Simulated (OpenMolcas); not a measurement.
Tl II: from CASSCF to CASPT2

```json
{
 "Program": "OpenMolcas 26.06",
 "Basis": "ANO-RCC-VTZP [8s7p5d3f2g]",
 "Scalar Hamiltonian": "DKH2, point nucleus",
 "Active space": "2 electrons in 4 orbitals (6s 6p)",
 "State averaging": "2S+1 = 3 even, 3 roots; 2S+1 = 1 even, 7 roots; 2S+1 = 3 odd, 3 roots; 2S+1 = 1 odd, 3 roots",
 "Spin-orbit coupling": "RASSI with atomic mean-field integrals over the reference wave functions, term energies averaged over their components"
}
```

Methods on the same reference wave functions:
A. CASSCF
B. SS-CASPT2, IPEA 0.25 Eh, imaginary shift 0.1 Eh (closed shells correlated: 5d)
C. MS-CASPT2, IPEA 0.25 Eh, imaginary shift 0.1 Eh (closed shells correlated: 5d)
D. XMS-CASPT2, IPEA 0.25 Eh, imaginary shift 0.1 Eh (closed shells correlated: 5d)

Energies in cm⁻¹ above 6s² ¹S₀, the measured ground level; measured values from NIST Handbook of Basic Atomic Spectroscopic Data.

```
     Level       A       B       C       D  Measured
   6s² ¹S₀     0.0     0.0     0.0     0.0       0.0
6s 6p ³P°₀   43199   50110   50780   52780     49451
6s 6p ³P°₁   45976   52730   53400   55390     52394
6s 6p ³P°₂   52834   59750   60410   62410     61728
6s 6p ¹P°₁   74733   74060   74730   76470     75663
   6p² ³P₀  113234  120300  120980  122800          
   6p² ³P₁  118475  126250  126910  128940          
   6p² ¹S₀  147153  147330  148650  149050
```

Deviations, from unrounded energies. A percentage is the sum of absolute deviations over the sum of measured energies, with the sign that they share, or ± where signs differ.

| Against measurement | Levels | A | B | C | D |
| --- | --- | --- | --- | --- | --- |
| mean absolute deviation (cm-1) | 4 | 5600 | 1100 | 1100 | 2000 |
| other configurations (%) | 4 | -9.4 | ±1.9 | ±1.9 | +3.3 |

B, C lie about equally close to measurement and A furthest from it. The largest miss of B in the table is 6s 6p ³P°₂, by -2000 cm-1. The ranking rests on the paired levels alone, and a cruder setting can come out closer through cancelling errors.

Among B to D the level of the table that moves most is 6p² ³P₁, by 2700 cm-1 (lowest in B, highest in D). Moves below CASPT2's spread within the term are not significant.

The two smallest mean deviations differ by little beside CASPT2's spread within terms, so their order carries little weight.

The lowest spin-free term lies below A's lowest term by 0.407 hartree in B, 0.410 hartree in C, 0.421 hartree in D.

Term energies are means over components that CASPT2 splits; among the terms shown or strongly mixed into the levels shown the widest spread is 210 cm-1 (6p² ³P, D). Over all roots computed the reference weight is 0.87 to 0.93 in B, 0.87 to 0.93 in C, 0.82 to 0.93 in D; the roots of lowest weight are the least certain, and an intruder state may touch them. The ¹D term of p² mixes with s d, which this space lacks. Spin-orbit splittings of 6p shells tend to come out small when the coupling is added on scalar orbitals. Measured partners are found by configuration, term and J. A level has none where our copy of the source lacks it or the pairing is in doubt (some pairs that miss far off the trend of their configuration count as doubtful), and it then counts in no deviation. Levels of configurations outside the active space are missing. Levels that lie high or do not pair safely by name in every column are left out.

° marks odd parity.
